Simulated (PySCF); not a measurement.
Electron correlation in Ca (calcium, neutral)

[Ar] 4s1 5s1, high-spin 3S determinant (an excited configuration). Calculation: PySCF 2.14, in aug-cc-pwCVTZ-X2C with one added diffuse shell each of s, p, d, f type (10s9p7d4f, 100 functions); scalar relativity by spin-free X2C-1e. Frozen: [Ar]; 2 electrons correlated.

With two correlated electrons CCSD is exact within the correlated space (frozen core and kept virtual orbitals).

```json
{"level": "CCSD", "correlation energy (mhartree)": "-4.60"}
```

Diagnostics: T1 = 0.027, D1 = 0.0542, largest double amplitude 0.057.

Is a single reference adequate?

Yes: T1 lies below 0.03 and no double amplitude reaches 0.07.
